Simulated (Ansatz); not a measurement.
Diborane 1,2-di F (B2H4F2). Charge 0, multiplicity 1. Geometry PBE-D4/def2-TZVP.

```csv
atom,x (Å),y (Å),z (Å)
B1,0.835,0.186,-0.282
B2,-0.837,-0.167,0.287
F3,1.600,-0.816,-0.764
F4,-1.310,-1.430,0.226
H5,1.238,1.315,-0.220
H6,0.337,-0.088,0.936
H7,-1.504,0.737,0.713
H8,-0.359,0.262,-0.894
```

Another isomer (singlet) lies 0.39 eV lower at PBE0-D4/def2-TZVP; other spin states weren't run for this one.

Q: Estimate the orbital energies around the gap (eV) in Ansatz with HF/STO-3G, PBE-D4/def2-SVP, PBE-D4/def2-TZVP, PBE0-D4/def2-TZVP, ωB97M-V/def2-TZVP.

A: 
| orbital | HF/STO-3G | PBE-D4/def2-SVP | PBE-D4/def2-TZVP | PBE0-D4/def2-TZVP | ωB97M-V/def2-TZVP |
| --- | --- | --- | --- | --- | --- |
| HOMO−5 | -15.34 | -11.48 | -11.64 | -13.70 | -16.34 |
| HOMO−4 | -14.65 | -10.76 | -10.92 | -12.95 | -15.51 |
| HOMO−3 | -13.91 | -10.54 | -10.73 | -12.80 | -15.40 |
| HOMO−2 | -12.54 | -9.07 | -9.25 | -11.04 | -13.47 |
| HOMO−1 | -11.30 | -8.81 | -9.00 | -10.65 | -12.99 |
| HOMO | -10.89 | -8.04 | -8.21 | -9.85 | -12.20 |
| LUMO | 7.39 | -1.25 | -1.43 | -0.44 | 1.59 |
| LUMO+1 | 13.63 | 0.00 | -0.57 | 0.26 | 1.69 |
| LUMO+2 | 13.95 | 1.67 | 0.79 | 1.53 | 2.80 |
| LUMO+3 | 16.14 | 2.21 | 1.62 | 2.20 | 2.98 |
| LUMO+4 | 19.09 | 3.83 | 1.66 | 2.36 | 3.25 |
| LUMO+5 | 19.57 | 3.88 | 1.67 | 2.50 | 4.01 |
